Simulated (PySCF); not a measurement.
FH₂InSe₂, SMILES [F][In]([SeH])[SeH]. The structure is a stationary point at PBE0-D3(BJ)/def2-SVP. The structure was generated by enumeration; whether it is a known compound was not checked. The def2 effective core potentials stand for the cores of In; spin–orbit coupling is left out. The values are those of a single conformer.

Task: Give the equilibrium geometry at PBE0-D3(BJ)/def2-SVP (PySCF confirms it by a frequency run) as a Z-matrix, and its point group. (An estimate is asked for; the answer gives what the named calculation found.)

Result: Several could match; the one computed here: point group Cs.
```
In
F 1 1.9602
Se 1 2.4966 2 115.68
H 3 1.4729 1 90.61 2 180.00
Se 1 2.4987 2 114.27 3 180.00
H 5 1.4729 1 89.50 2 0.00
```
Charge 0, spin multiplicity 1.
